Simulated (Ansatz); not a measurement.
## Molecular dynamics of H2CO

input.yaml

```yaml
accuracy: low
crystal:
  lattice:
    - [8.59253, 0.0, 0.0]
    - [0.0, 8.59253, 0.0]
    - [0.0, 0.0, 8.59253]
  atoms:
    - { symbol: O, position: [0.27559423, 0.429325, 0.86681077] }
    - { symbol: C, position: [0.29902202, 0.46658161, 0.7320959] }
    - { symbol: H, position: [0.2896332, 0.597589, 0.69655607] }
    - { symbol: H, position: [0.33770865, 0.37973423, 0.64219849] }
    - { symbol: O, position: [0.99395975, 0.9777535, 0.09955223] }
    - { symbol: C, position: [1.00988089, 0.84006268, 0.07956378] }
    - { symbol: H, position: [1.09736751, 0.76705999, 0.14846041] }
    - { symbol: H, position: [0.94120999, 0.77154165, -0.01032188] }
    - { symbol: O, position: [0.92157949, 0.41999754, 0.27963849] }
    - { symbol: C, position: [0.98547329, 0.29484587, 0.25207236] }
    - { symbol: H, position: [1.00417578, 0.24220542, 0.13860045] }
    - { symbol: H, position: [1.03574381, 0.2270556, 0.3469656] }
    - { symbol: O, position: [0.64101434, 0.41224866, 0.704762] }
    - { symbol: C, position: [0.6868745, 0.35241464, 0.58600842] }
    - { symbol: H, position: [0.67514628, 0.40961999, 0.47789582] }
    - { symbol: H, position: [0.74043618, 0.23103079, 0.5739337] }
    - { symbol: O, position: [0.55141493, 0.08591055, 0.23701221] }
    - { symbol: C, position: [0.53383795, 0.02462895, 0.10783253] }
    - { symbol: H, position: [0.5931248, 0.06298536, 0.00256911] }
    - { symbol: H, position: [0.46959028, -0.09011029, 0.09510522] }
    - { symbol: O, position: [0.58351932, 0.56013819, 0.24138073] }
    - { symbol: C, position: [0.52903011, 0.54625038, 0.11538078] }
    - { symbol: H, position: [0.53655139, 0.64458557, 0.02389653] }
    - { symbol: H, position: [0.47179712, 0.43735139, 0.07072106] }
    - { symbol: O, position: [0.17104793, 0.01420749, 0.66005094] }
    - { symbol: C, position: [0.12203232, 0.1093489, 0.75345394] }
    - { symbol: H, position: [0.07238161, 0.22819415, 0.71967145] }
    - { symbol: H, position: [0.11058814, 0.08161229, 0.87853675] }
    - { symbol: O, position: [0.76102217, 0.86888333, 0.7145171] }
    - { symbol: C, position: [0.69530316, 0.82105669, 0.60175723] }
    - { symbol: H, position: [0.71626483, 0.70983624, 0.54701352] }
    - { symbol: H, position: [0.59524128, 0.88780535, 0.55210414] }
basis:
  ecutwfc: 420.0
kpoints:
  mp_grid: { grid: [1, 1, 1] }
hamiltonian:
  xc: pbe
scf:
  occupations: { method: fermi_dirac, width: 0.05 }
  lower_state_search: "off"
md:
  timestep: 0.5
  n_steps: 400
  ensemble: nvt_langevin
  temperature: 250.0
  initial_velocities: maxwell_boltzmann
  seed: 837101
  friction: 0.005
```

Run as:

```bash
$ ansatz run input.yaml --threads 1 --pin off --max-ram 3072MiB --backend cpu --events-out ev --progress --plain --runs-dir out
```

It goes on from the last frame of an earlier run, with new velocities.

Output, in part (step lines):

```
md step     0: t =     0.00 fs  T =   242.2 K  F+E_penalty+E_count = -6791.43489409 eV  E_kin = 1.001765 eV  (10 SCF iters)
md step     1: t =     0.50 fs  T =   243.9 K  F+E_penalty+E_count = -6791.45558716 eV  E_kin = 1.008865 eV  (9 SCF iters)
md step     2: t =     1.00 fs  T =   246.0 K  F+E_penalty+E_count = -6791.46450148 eV  E_kin = 1.017615 eV  (9 SCF iters)
md step     3: t =     1.50 fs  T =   246.8 K  F+E_penalty+E_count = -6791.45577130 eV  E_kin = 1.020690 eV  (8 SCF iters)
md step     4: t =     2.00 fs  T =   236.5 K  F+E_penalty+E_count = -6791.42862708 eV  E_kin = 0.978187 eV  (8 SCF iters)
md step     5: t =     2.50 fs  T =   224.9 K  F+E_penalty+E_count = -6791.38647089 eV  E_kin = 0.930251 eV  (5 SCF iters)
md step     6: t =     3.00 fs  T =   216.9 K  F+E_penalty+E_count = -6791.33540171 eV  E_kin = 0.897056 eV  (5 SCF iters)
md step     7: t =     3.50 fs  T =   209.1 K  F+E_penalty+E_count = -6791.28177848 eV  E_kin = 0.864940 eV  (6 SCF iters)
[... lines left out ...]
md step   400: t =   200.00 fs  T =   255.9 K  F+E_penalty+E_count = -6791.15324877 eV  E_kin = 1.058278 eV  (9 SCF iters)
```

The steps, from the saved trajectory:

```csv
time (fs),T (K),potential energy less start (eV)
0.0,242,0.000
6.5,186,0.263
13.0,258,-0.022
19.5,238,0.125
26.0,236,0.035
32.5,222,0.064
39.0,225,0.061
45.5,256,0.072
52.0,280,0.061
58.5,333,-0.123
65.0,306,0.108
71.5,348,-0.037
78.0,316,0.088
84.5,318,0.049
91.0,288,0.135
97.5,335,0.021
104.0,300,0.131
110.5,327,0.103
117.0,285,0.277
123.5,289,0.321
130.0,247,0.401
136.5,281,0.239
143.0,288,0.240
149.5,313,0.109
156.0,321,0.021
162.5,316,0.044
169.0,261,0.170
175.5,252,0.138
182.0,222,0.258
188.5,267,0.136
195.0,299,0.126
```

All steps were run. The mean temperature of the second half is 15 % above the set value. A run of 0.2 ps of so small a system gives no equilibrium averages. Limits of this set-up: coarse k mesh, low accuracy level.

Mean squared displacements from the first frame to the last, about the centre of mass: O 0.80 Å², C 0.63 Å², H 2.51 Å².

Last frame:

```xyz
32
Lattice="8.5925 0.0000 0.0000 0.0000 8.5925 0.0000 0.0000 0.0000 8.5925" Properties=species:S:1:pos:R:3
O 2.229 3.893 6.774
C 2.544 4.488 5.766
H 2.342 5.618 5.677
H 2.782 3.961 4.848
O 8.058 8.045 0.486
C 7.834 6.929 0.871
H 7.411 6.122 0.236
H 7.997 6.585 1.980
O 7.938 3.947 2.030
C 8.455 3.082 1.388
H 9.611 3.180 1.243
H 8.075 2.172 0.997
O 5.652 4.339 5.960
C 6.010 3.428 5.208
H 5.823 3.405 4.085
H 6.526 2.585 5.630
O 5.841 0.768 2.170
C 4.674 0.541 1.917
H 3.926 1.262 1.606
H 4.261 -0.500 1.973
O 4.023 5.464 1.999
C 4.545 4.448 1.527
H 4.747 3.504 2.069
H 4.915 4.455 0.389
O 2.115 -0.338 6.198
C 1.143 0.265 6.592
H 0.486 0.805 5.939
H 0.787 0.308 7.681
O 5.914 7.460 6.907
C 5.229 7.357 5.883
H 5.421 7.853 4.887
H 4.285 6.762 5.923
```

Run time: 16 min on 1 thread of Arm Neoverse V2, on a shared host, peak memory 0.54 GiB.
